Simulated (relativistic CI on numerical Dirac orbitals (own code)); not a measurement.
# d1 to d9 in one octahedral field

Computed with a parametric ligand-field model without spin-orbit coupling, by exact diagonalisation: B = 610, C = 2430, 10Dq = 35600 cm⁻¹ (Oh; |10Dq|/B = 58.4) for every shell. Energies in cm⁻¹; the field energy is (0.6 n_e − 0.4 n_t2) × 10Dq of the ground term; g labels are left out.

```tsv
Shell	Ground term	Electrons in e	Field energy	First spin-allowed bands	Lowest term of other spin
d1	2T2	0.000	-14240	2E 35600	
d2	3T1	0.008	-28204	3T2 34093, 3T1 41737	1T2 8716
d3	4A2	0.000	-42720	4T2 35600, 4T1 42481	2E 12159
d4	3T1	0.012	-56534	3E 33174, 3T1 33766	1T2 7519
d5	2T2	0.023	-70375	2A2 32246, 2T1 32467	4T1 23704
d6	1A1	0.017	-84821	1T1 33763, 1T2 42594	3T1 28637
d7	2E	1.011	-63675	2T1 33625, 2T2 34233	4T1 23619
d8	3A2	2.000	-42720	3T2 35600, 3T1 42481	1E 9678
d9	2E	3.000	-21360	2T2 35600
```

Low spin: d4, d5, d6, d7; the other shells keep the spin of the free ion. Only d4 to d7 can choose; the field needed to pair spins is smallest for d6 and largest for d5, which loses most exchange energy. In the strong-field picture 10Dq must exceed about 6B + 5C = 15810 (d4), 7.5B + 5C = 16725 (d5), 2.5B + 4C = 11245 (d6) and 4B + 4C = 12160 (d7); mixing of terms shifts these bounds somewhat.
